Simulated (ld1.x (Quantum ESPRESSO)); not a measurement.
What one change does to a pseudopotential (Yb, PAW)

ld1.x (Quantum ESPRESSO) 7.5 input, shortened:

```
&input
   title='Yb', zed=70., rel=1, dft='PBE', iswitch=3,
   config='[Xe] 4f14 5d0 6s2 6p0'
 /
 &inputp
   pseudotype=3, lpaw=.true., tm=.true., lloc=-1, rcloc=2.80,
   nlcc=.true., new_core_ps=.true., rcore=1.30,
   which_augfun='GAUSS', rmatch_augfun=1.65
 /
6
5S  1  0   2.00   0.00  1.65  2.20  0.0
6S  2  0   2.00   0.00  1.65  2.20  0.0
5P  2  1   6.00   0.00  1.95  2.05  0.0
6P  3  1   0.00   0.00  1.95  2.05  0.0
5D  3  2   0.00   0.00  2.60  2.85  0.0
5D  3  2   0.00   0.80  2.60  2.85  0.0
 &test
   configts(1)='5s2 5p6 5d0 6s2 6p0'
 /
```

Change: core correction a·sin(br)/r model core, default radius (ld1.x builds one for every PAW set, though the input has nlcc=.false.).

Cutoffs: the cutoffs (Ry, on a coarse ladder) from which the occupation-weighted sum of valence levels, in a spherical-Bessel basis at the reference potential, stays within 10 and 1 mRy of its value at 400 Ry; they do not see the model core or the augmentation charge, which bear on the density cutoff. Errors are all-electron minus pseudo energies relative to the spin-unpolarised reference configuration.

Task: What does the change do?

Result: The potential gets neither clearly harder nor softer (21 Ry and 35 Ry → 21 Ry and 35 Ry); the number of tests with a reliable result goes from 7 to 1 (the test run of the changed file stopped, so its transferability is not established); the range in which the d phases agree narrows (upper end at the end of the scan → 2.3); neither file shows a bound ghost. A model core, the more so a compact one, raises the density cutoff, which this test does not measure.

```tsv
quantity	base	changed
cutoff, loose	21 Ry	21 Ry
cutoff, tight	35 Ry	35 Ry
bound ghosts	none	none
tests with a reliable result	7 of 7	1 of 7 (the test run stopped)
error for 5s2 5p6 5d0 6s1 6p0, meV [ΔE 6.53 eV]	-25	-5.6
s: phases at 3.10 bohr within 0.05 rad from the reference energy up to (Ry; the scan ends near 5)	3.2	3.3
p: phases at 3.10 bohr within 0.05 rad from the reference energy up to (Ry; the scan ends near 5)	to the end of the scan	to the end of the scan
d: phases at 3.10 bohr within 0.05 rad from the reference energy up to (Ry; the scan ends near 5)	to the end of the scan	2.3
lowest overlap eigenvalue by channel	s 0.11, p 0.18, d 0.99	s 0.11, p 0.18, d 0.99
```
